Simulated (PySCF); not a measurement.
Ionisation energy of Cu(15+) by level of theory

Cu(15+) [Ne] 3s2 3p2 (3P) → Cu(16+) [Ne] 3s2 3p1 (2P), as a difference of total energies. Computed with PySCF 2.14 in an uncontracted even-tempered set (19 s from 1.1 bohr⁻², ratio 2.5; 12 p from 1.4 bohr⁻², ratio 2.5; 5 d from 7.1 bohr⁻², ratio 2.7; 4 f from 11 bohr⁻², ratio 2.7), with scalar relativity by spin-free X2C-1e. Correlated levels: outer shells: 1s2 frozen; virtual orbitals above 40 to 60 times the deepest correlated orbital energy dropped. The calculations carry no spin-orbit coupling.

```csv
method,ionisation energy (eV)
UHF,516.05
LDA,517.25
PBE,517.27
PBE0,517.26
r2SCAN,517.58
B2PLYP,517.13
B3LYP,517.53
MP2 (outer shells),516.62
SCS-MP2 (outer shells),516.45
```

Problem. How much does correlation contribute at MP2 (outer shells)?

Solution. 516.62 − (516.05) = 0.57 eV, measured against UHF.

A first-order spin-orbit estimate (lowest level to lowest level, LS coupling) adds -0.093 eV.

For comparison: 518.7 ± 1.2 eV (semi-empirical (NIST evaluation); NIST Atomic Spectra Database, ionization energies).
